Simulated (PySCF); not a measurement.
C3H5ClOSi.

```xyz
11

Cl    -1.9497    -0.7383     0.6601
Si    -0.3650    -0.2808    -0.6252
C      1.2691    -0.9546    -0.1274
C      2.0378     0.0948     0.2453
O      1.6087     1.3691     0.1809
C      0.2788     1.5039    -0.3708
H     -0.8745    -0.5644    -1.9902
H      1.6435    -1.9747    -0.0495
H      3.0607     0.0358     0.6322
H     -0.3200     2.1077     0.3277
H      0.3630     2.0609    -1.3190
```

Coordinates come from a B3LYP-D3(BJ)/def2-SVP optimisation. The structure was generated by enumeration; whether it is a known compound was not checked. Other conformers were not sampled.

Method: PySCF with PBE0/pcSseg-1. Non-relativistic, no solvent.

Question: Give the absolute GIAO shielding of each atom: isotropic value and principal components (ppm). (The exact figures need the calculation; the answer reports its results.)

Answer: 
```json
[
 {"atom": "Cl1", "σ(iso)": "910.6", "σ11": "858.8", "σ22": "876.8", "σ33": "996.2", "span": "137.4"},
 {"atom": "Si2", "σ(iso)": "333.9", "σ11": "289.7", "σ22": "351.0", "σ33": "360.8", "span": "71.1"},
 {"atom": "C3", "σ(iso)": "89.5", "σ11": "-10.4", "σ22": "111.2", "σ33": "167.6", "span": "177.9"},
 {"atom": "C4", "σ(iso)": "6.6", "σ11": "-110.3", "σ22": "37.7", "σ33": "92.5", "span": "202.8"},
 {"atom": "O5", "σ(iso)": "165.9", "σ11": "41.8", "σ22": "195.3", "σ33": "260.5", "span": "218.7"},
 {"atom": "C6", "σ(iso)": "120.3", "σ11": "92.7", "σ22": "99.2", "σ33": "169.1", "span": "76.4"},
 {"atom": "H7", "σ(iso)": "25.5", "σ11": "21.2", "σ22": "24.1", "σ33": "31.1", "span": "9.8"},
 {"atom": "H8", "σ(iso)": "26.2", "σ11": "25.0", "σ22": "26.5", "σ33": "27.2", "span": "2.2"},
 {"atom": "H9", "σ(iso)": "24.0", "σ11": "21.4", "σ22": "23.8", "σ33": "26.7", "span": "5.3"},
 {"atom": "H10", "σ(iso)": "27.4", "σ11": "23.6", "σ22": "26.9", "σ33": "31.6", "span": "7.9"},
 {"atom": "H11", "σ(iso)": "27.5", "σ11": "22.9", "σ22": "26.8", "σ33": "32.7", "span": "9.8"}
]
```
